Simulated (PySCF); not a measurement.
Spectrum to structure. The calculation used PySCF, TDDFT wB97X-D/def2-SVPD, vertical, gas phase, core orbitals frozen in the response. Geometries: GFN2-xTB, one conformer each.

```csv
state,E (eV),f,"main configurations (H = HOMO, L = LUMO)"
S1,5.61,0.011,"H→L (53%), H→L+1 (36%)"
S2,6.50,0.026,"H→L+1 (20%), H-1→L (18%), H-1→L+1 (12%)"
S3,6.68,0.042,"H→L (26%), H→L+1 (19%), H-1→L (15%)"
S4,7.04,0.015,"H-1→L (18%), H-1→L+3 (17%), H→L+3 (13%)"
S5,7.23,0.0098,"H-2→L (55%), H→L+2 (15%)"
S6,7.35,0.093,"H→L+2 (64%), H-2→L (16%)"
S7,7.39,0.0057,"H-3→L (35%), H-3→L+1 (25%), H→L+1 (8%)"
S8,7.78,0.0085,"H-2→L+1 (64%), H-1→L+1 (15%)"
```

Question: Which candidate is it? All have the formula C5H7FSi.
A. `CC1=C(F)C=C[SiH2]1`
B. `C#C[C@]1(F)CC[SiH2]1`
C. `C#C[C@@H]1C[SiH2][C@H]1F`

Answer: B. Its S1 lies at 5.61 eV; the nearest of the others has S1 at 6.44 eV. S1 is HOMO→LUMO (53%), HOMO→LUMO+1 (36%). Löwdin shares by element: HOMO carbon 65% or more, silicon 12% (atoms not listed hold the other 23%); LUMO carbon 31% or more, silicon 29% (atoms not listed hold the other 40%). At the same level the other candidates give, for their lowest levels:
- `C#C[C@@H]1C[SiH2][C@H]1F`: 6.44 eV (f 0.009); 6.73 eV (f 0.048); 6.79 eV (f 0.002); 7.06 eV (f 0.027); 7.41 eV (f 0.114); T1 5.52 eV; HOMO -9.46, LUMO 1.42 eV
- `CC1=C(F)C=C[SiH2]1`: 4.32 eV (f 0.078); 5.88 eV (f 0.000); 5.99 eV (f 0.002); 6.41 eV (f 0.005); 6.76 eV (f 0.006); T1 2.71 eV; HOMO -8.33, LUMO 0.30 eV
Triplets come from the Tamm–Dancoff approximation.
